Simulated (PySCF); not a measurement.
ClH6NOSi2, SMILES O([SiH2]N)[SiH2]Cl.

Geometry: B3LYP-D3(BJ)/def2-SVP. This is a generated structure with no PubChem entry under its InChIKey; it may be hypothetical. Other conformers were not sampled.

Calculation: PySCF with r2SCAN/def2-TZVP.

| Property | Value |
|---|---|
| total energy | -1172.88870 hartree |
| highest occupied level | -6.73 eV |
| lowest empty level | -0.12 eV |
| orbital gap | 6.61 eV |
| dipole moment | 0.295 e·Å |
| quadrupole, principal values (traceless, Buckingham form, about the centre of nuclear charge) | -4.94, 0.41, 4.53 D·Å |
| mean static polarisability | 70.2 bohr³ (10.40 Å³) |
| polarisability, principal values | 63.5, 71.7, 75.4 bohr³ |
